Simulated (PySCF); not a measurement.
Gas-phase reaction: WOCl4 + 2 O3 = WO3 + 4 ClO

Method: PySCF energies (xtb for GFN2) plus ideal-gas RRHO corrections (1 bar). † marks an energy on the PBE0/def2-TZVP geometry and frequencies; other levels use their own. Open shells (unrestricted): ClO (multiplicity 2); the rest are closed-shell singlets. GFN2 has no spin-polarisation term. Spin-orbit splitting is ignored; it lowers the true energy and changes the entropy of ClO. B3LYP is the form with VWN-RPA correlation. W: scalar-relativistic def2 core potential, no spin-orbit coupling. Strong static correlation: O3.

B3LYP/def2-TZVP† gives ΔH°(298 K) = 301 kJ.

Task: What do GFN2-xTB, PBE0/def2-SVP†, PBE/def2-TZVP† give?

Result: GFN2-xTB: 801 kJ; PBE0/def2-SVP†: 474 kJ; PBE/def2-TZVP†: 417 kJ. For scale, ΔH°(298 K) is 301 kJ at this level, 358 kJ at ωB97M-V/def2-TZVP†, and runs from 301 to 801 kJ over the 13 levels computed.
